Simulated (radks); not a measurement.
Q: These are the eigenvalues of the occupied orbitals of an atom or ion with whole-number occupations (hartree). Method: Dirac Kohn-Sham, PBEsol, spin-unpolarised, spherical densities, point nucleus; computed with a radial shooting solver on a logarithmic mesh with Libxc functionals.

orbital  eigenvalue
1s1/2     -407.3487
2s1/2     -76.43314
2p1/2     -71.46905
2p3/2     -70.41368
4s1/2     -15.53193

Which element is it, and in what charge state? The configuration may be excited. Open shells, if any, fill j = l - 1/2 first.

A: Z = 31, gallium, charge +20: Ga20+ in [Ne] 4s1. The list shows which subshells hold electrons but not how many an open one holds; the 1s level, -407.35 hartree, gives Z - s = 28.5 by -(Z - s)^2/2, which with screening and relativity narrows Z to a few neighbours, and the depths of the outer levels then fix element, charge and occupations together.
